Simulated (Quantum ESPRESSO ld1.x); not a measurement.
The mean radii <r> (bohr) of the occupied orbitals of an atom or ion are listed with their occupations. Method: scalar-relativistic Kohn-Sham, LDA (Slater exchange, VWN5 correlation), spin-unpolarised, spherical densities, point nucleus; computed with ld1.x of Quantum ESPRESSO 7.5.

orbital  occ.      <r>
1s          2  0.01900
2s          2  0.08044
2p          6  0.07177
3s          2   0.2085
3p          6   0.2081
3d         10   0.1886
4s          2   0.4476
4p          6   0.4671
4d         10   0.4796
4f          2   0.4709

Name the element and its charge.

Answer. Z = 72, hafnium, charge +24: Hf24+ in [Kr] 4d10 4f2. The 1s radius gives Z: for a bare nucleus <r> = (2 gamma + 1)/(2Z) with gamma = sqrt(1 - (Z/c)^2), 0.01876 bohr for Z = 72, and screening makes it slightly larger (0.01900 here). The occupations add up to 48, and the charge is Z minus that.
